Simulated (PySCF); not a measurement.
Input for PySCF: D3(BJ) and D4 dispersion corrections on FHPbS (SMILES [F][Pb][SH]), a point of a torsion scan.

```python
from pyscf import gto
from pyscf.dispersion import dftd3, dftd4

mol = gto.M(
    atom='''
    F     1.97693498   -0.77079987   -0.24021407
    Pb    0.99798170    1.04294190   -0.64498396
    S    -1.43995909    0.33032730   -0.44057648
    H    -1.79211150    0.65971041   -1.67758873
    ''',
    basis='def2-svp',
    charge=0, spin=0, verbose=0, max_memory=1800)
d3, d4 = {}, {}
for xc in ['hf', 'pbe', 'blyp', 'revpbe', 'tpss', 'r2scan', 'b3lyp', 'pbe0', 'bhlyp', 'camb3lyp', 'b2plyp']:
    d3[xc] = float(dftd3.DFTD3Dispersion(mol, xc=xc, version='d3bj', atm=False).get_dispersion()['energy'])
    print(f'D3(BJ) {xc:10s} {d3[xc]:14.8f} Eh')
for xc in ['hf', 'pbe', 'blyp', 'revpbe', 'tpss', 'r2scan', 'b3lyp', 'pbe0', 'bhlyp', 'camb3lyp', 'b2plyp']:
    d4[xc] = float(dftd4.DFTD4Dispersion(mol, xc={'camb3lyp': 'cam-b3lyp'}.get(xc, xc), atm=True).get_dispersion()['energy'])
    print(f'D4     {xc:10s} {d4[xc]:14.8f} Eh')
```

The log:

```
D3(BJ) hf            -0.02654511 Eh
D3(BJ) pbe           -0.00281598 Eh
D3(BJ) blyp          -0.00692063 Eh
D3(BJ) revpbe        -0.00633362 Eh
D3(BJ) tpss          -0.00379260 Eh
D3(BJ) r2scan        -0.00074250 Eh
D3(BJ) b3lyp         -0.00591570 Eh
D3(BJ) pbe0          -0.00270047 Eh
D3(BJ) bhlyp         -0.00575198 Eh
D3(BJ) camb3lyp      -0.00294930 Eh
D3(BJ) b2plyp        -0.00334422 Eh
D4     hf            -0.01006096 Eh
D4     pbe           -0.00321033 Eh
D4     blyp          -0.00677395 Eh
D4     revpbe        -0.00739714 Eh
D4     tpss          -0.00425101 Eh
D4     r2scan        -0.00064898 Eh
D4     b3lyp         -0.00533474 Eh
D4     pbe0          -0.00272351 Eh
D4     bhlyp         -0.00533340 Eh
D4     camb3lyp      -0.00286700 Eh
D4     b2plyp        -0.00217402 Eh
```

The run finished.

Cost: roughly 0.020 core-seconds.
